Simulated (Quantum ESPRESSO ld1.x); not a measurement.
Q: All-electron atom: Rb32+ in [He] 2s1.75 2p1 3d0.25 (fractional occupations, a model configuration). Calculated with ld1.x of Quantum ESPRESSO 7.5: scalar-relativistic Kohn-Sham, LDA (Slater exchange, Perdew-Zunger correlation), spin-polarised, spherical densities, point nucleus; open shells are filled with parallel spins first. Some entries of the table are withheld. Estimate them.

| orbital | occ. | eigenvalue (Ry) | <r^2> (bohr^2) | <r> (bohr) |
|---|---|---|---|---|
| 1s up | 1 | -1284.00 | 0.002170 | 0.04016 |
| 1s down | 1 | -1283.01 | 0.002167 | 0.04013 |
| 2s up | 1 | -296.072 | 0.03235 | 0.1662 |
| 2s down | 0.75 | -294.158 | 0.03248 | 0.1666 |
| 2p up | 1 | -285.462 | 0.02443 | 0.1423 |
| 2p down | 0 | -283.316 | 0.02455 | 0.1426 |
| 3s up | 0 | -125.583 | 0.1693 | 0.3859 |
| 3s down | 0 | -124.721 | 0.1704 | 0.3872 |
| 3p up | 0 | -122.283 | 0.1541 | 0.3657 |
| 3p down | 0 | -121.378 | 0.1553 | 0.3670 |
| 3d up | 0.25 | -119.287 | (1) | 0.3129 |
| 3d down | 0 | -118.221 | (2) | 0.3145 |
| 4d up | 0 | -66.1945 | 0.4592 | 0.6336 |
| 4d down | 0 | -65.7666 | 0.4651 | 0.6378 |
| 4f up | 0 | -65.4143 | 0.3345 | 0.5483 |
| 4f down | 0 | -64.9476 | 0.3391 | 0.5520 |

A: 
(1) 3d up <r^2> (bohr^2): 0.1122
(2) 3d down <r^2> (bohr^2): 0.1134
